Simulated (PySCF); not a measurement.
1,1-difluoro-2-methylprop-1-ene (C4H6F2), SMILES FC(F)=C(C)C.

Coordinates come from a PBE0-D3(BJ)/def2-SVP optimisation.

Method: PBE/def2-TZVP in PySCF.

Gas-phase values at a fixed geometry.

Computed frontier levels, gap, dipole moment and polarisability:
```yaml
highest_occupied_level: -5.57 eV
lowest_empty_level: -0.06 eV
orbital_gap: 5.51 eV
dipole_moment: 0.309 e·Å
quadrupole, principal values (traceless, Buckingham form, about the centre of nuclear charge): -0.45, 0.18, 0.26 D·Å
mean_static_polarisability: 52.0 bohr³ (7.71 Å³)
polarisability_principal_values: 39.5, 53.1, 63.5 bohr³
```
